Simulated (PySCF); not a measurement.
## [H4O4Zn]2-: core ionisation energies

Species: H₄O₄Zn (charge -2 and singlet state).
Z-matrix (Å and degrees, PBE0-D3(BJ)/def2-SVP geometry), rows numbered from 1:
```
O 
Zn  1  1.9635
O   2  2.0352  1  108.83
O   2  2.0191  1  126.00  3   116.24
O   2  2.0153  1  123.73  3  -114.02
H   1  0.9668  2   91.78  3     5.32
H   3  0.9697  2   83.84  1  -131.36
H   4  0.9694  2   84.52  1  -125.22
H   5  0.9696  2   84.22  1  -145.29
```

Theory: delta-SCF UKS SCAN, pcX-2 on the ionised atom, pcseg-1 elsewhere, spin-free X2C in PySCF. These are vertical core ionisation energies against the vacuum level, from separate self-consistent calculations with and without the core hole.

Task: Give the core binding energies atom by atom.

Result: 
```
atom(s)  bonded to  level  binding energy (eV)  count
     O1   H and Zn   O 1s               526.62      1
```

Task: Give the binding energy of O 1s of O1 in hartree and in kJ/mol.

Result: 526.62 eV = 19.3529 Eh = 50811 kJ/mol.

The list is incomplete; no value stands for O 1s of O3, O4, O5. No level of zinc is listed. The species carries charge -2, so core ionisation leaves charge -1. The basis sets have no added diffuse functions. Whether so highly charged an anion holds all its electrons in the gas phase wasn't checked; a finite basis holds them in any case. The ion is multiply charged and computed without counter-ions or solvent. The geometry's basis has no diffuse functions, a weakness for an anion.
